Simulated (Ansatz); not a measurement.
Stepwise reaction of `C[O][Sc]([OH])[OH]` with hydrogen chloride, as a gas-phase model of exchange steps in deposition or etching. ΔE in kJ/mol.

Calculated with Ansatz (gas phase, PBE0-D4/def2-TZVP geometries, no zero-point term in ΔE). CCSD(T)/CBS is the MP2 limit (def2-TZVPP, def2-QZVPP) plus CCSD(T) − MP2 in def2-TZVPP, frozen cores. This one scheme is used for every species. DFT in def2-TZVPP. B3LYP here is the variant with VWN-RPA as its local correlation; programs differ in this. For Sc outer-core shells are correlated without core-valence functions, which leaves a few kJ/mol of doubt a bond. Scalar relativity is left out up to krypton. Each species was taken in one conformer, which may not be the lowest.

```tsv
step	reaction	PBE-D4	B3LYP-D4	ωB97M-V	CCSD(T)/CBS
1	`C[O][Sc]([OH])[OH]` + HCl → `C[O][Sc]([OH])[Cl]` + H₂O	-56.5	-56.1	-56.8	-57.7
```

**Question.** Give the row of step 2, `C[O][Sc]([OH])[Cl]` + HCl → `C[O][Sc]([Cl])[Cl]` + H₂O. (Estimate.)

**Answer.** Ansatz gave: 
| step | reaction | PBE-D4 | B3LYP-D4 | ωB97M-V | CCSD(T)/CBS |
| --- | --- | --- | --- | --- | --- |
| 2 | `C[O][Sc]([OH])[Cl]` + HCl → `C[O][Sc]([Cl])[Cl]` + H₂O | -44.5 | -43.9 | -43.8 | -46.5 |

**Question.** By hand: ΔE of the 2 steps together at CCSD(T)/CBS.

**Answer.** (-57.7) + (-46.5) = -104.2 kJ/mol, or -52.1 kJ/mol a step.

In ΔE each step is higher than the one before. All are downhill at CCSD(T)/CBS. PBE-D4 differs from CCSD(T)/CBS by 1.2 to 2.0 kJ/mol a step. Only this route is followed, and other bonds may react first. Isolated molecules leave out the surface, adducts and barriers. Largest T1 diagnostic: 0.016.
